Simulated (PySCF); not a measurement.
# How methods differ on the ionisation energy of Cs(46+)

Cs(46+) [He] 2s2 2p5 (2P) → Cs(47+) [He] 2s2 2p4 (3P), as a difference of total energies. Computed with PySCF 2.14 in an even-tempered Gaussian basis (19 s from 22 bohr⁻², ratio 2.2; 12 p from 28 bohr⁻², ratio 2.2; 5 d from 120 bohr⁻², ratio 2.4; 5 f from 170 bohr⁻², ratio 2.4; 4 g from 260 bohr⁻², ratio 2.4), with the spin-free X2C one-electron Hamiltonian (Gaussian nucleus). Correlated levels: nothing frozen; virtual orbitals above 40 to 60 times the deepest correlated orbital energy dropped. The calculations carry no spin-orbit coupling.

```json
{"method": "UHF", "ionisation energy (eV)": "8343.3"}
{"method": "LDA", "ionisation energy (eV)": "8339.9"}
{"method": "PBE", "ionisation energy (eV)": "8342.9"}
{"method": "PBE0", "ionisation energy (eV)": "8343.5"}
{"method": "r2SCAN", "ionisation energy (eV)": "8346.9"}
{"method": "M06-2X", "ionisation energy (eV)": "8344.1"}
{"method": "BP86", "ionisation energy (eV)": "8344.7"}
{"method": "MP2 (all electrons)", "ionisation energy (eV)": "8345.1"}
{"method": "SCS-MP2 (all electrons)", "ionisation energy (eV)": "8345.1"}
```

Spin-orbit coupling is strong in these open shells (close to jj coupling). The scalar numbers leave it out and a first-order estimate fails, so it can dominate the gap to the real levels.

For this ion Breit and QED terms and the two-electron picture change, all absent here, outweigh the differences among the correlated methods.

For comparison: 8224 ± 4 eV (theoretical estimate listed by NIST; NIST Atomic Spectra Database, ionization energies).
